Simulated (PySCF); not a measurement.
## YbSF at several levels of theory

Computed with PySCF 2.14.0 (density fitting, no spin-orbit coupling) at the geometry relaxed with PBE0:

```xyz
3
YbSF (singlet in the valence; each metal's 4f electrons, 13 of them, lie in its core potential, out of spins and levels)
Yb   -0.1720    0.0000   -0.3601
S     1.8023    0.0000    0.8151
F    -1.8081    0.0000    0.7126
```

```tsv
level	basis	state	HOMO (eV)	gap (eV)	charge on Yb1 (e)	population of f-type functions on Yb1 (polarisation alone where 4f lies in the core)	dipole about the centre of mass (D)	largest force component (eV/Å)
PBE0	Yb lcecp-1-SVP with ECP59, S def2-SVP, F def2-SVP	singlet	-6.02	3.04	0.79	0.04	7.83	0.01
PBE0	Yb lcecp-1-TZVP with ECP59, S def2-TZVP, F def2-TZVP	singlet	-6.06	3.06	1.19	0.04	8.07	0.04
```

In the lcecp rows the 4f levels are missing from HOMO and gap, and the state counts the valence alone.

Charges are Mulliken's, which hang on the basis. The relaxation used the grid (50, 194), these runs (75, 302) or, all-electron (x2c bases, spin-free X2C Hamiltonian), (99, 590).

Problem. A further run in the first row's basis gives HOMO (eV) -8.19, gap (eV) 7.09, charge on Yb1 (e) 1.10, population of f-type functions on Yb1 (polarisation alone where 4f lies in the core) 0.04, dipole about the centre of mass (D) 9.54, largest force component (eV/Å) 0.54. Which level was it?
A. TPSSh
B. HF

Solution. B. The others give HOMO -5.43 eV (TPSSh).

In the first row's basis the gap widens with exact exchange: 2.3 to 3.0 eV for TPSSh, PBE0 (a fixed share); 7.1 eV for Hartree–Fock (rising or full at long range).

An lcecp potential fixes the number of 4f electrons, so in runs with it no electron can move into or out of that shell.
